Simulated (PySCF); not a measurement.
## Ionisation energy of N+ by level of theory

N+ [He] 2s2 2p2 (3P) → N(2+) [He] 2s2 2p1 (2P), as a difference of total energies. Computed with PySCF 2.14 in aug-cc-pVTZ-DK, with scalar relativity by spin-free X2C-1e. Correlated levels: valence: 1s2 frozen. The calculations carry no spin-orbit coupling.

```tsv
method	ionisation energy (eV)
UHF	29.186
LDA	30.034
PBE	29.881
wB97X	29.732
M06	29.754
M06-2X	29.677
PBEsol	29.809
MP2 (valence)	29.606
SCS-MP2 (valence)	29.470
```

Q: Estimate what r2SCAN gives.

A: 30.121 eV, closest to LDA among the rows shown.

Q: Estimate what PBE0 gives.

A: 29.892 eV, closest to PBE among the rows shown.

Errors of the correlated levels include the incompleteness of this basis and the frozen core.

For comparison: 29.601 eV (semi-empirical (NIST evaluation); NIST Atomic Spectra Database, ionization energies).
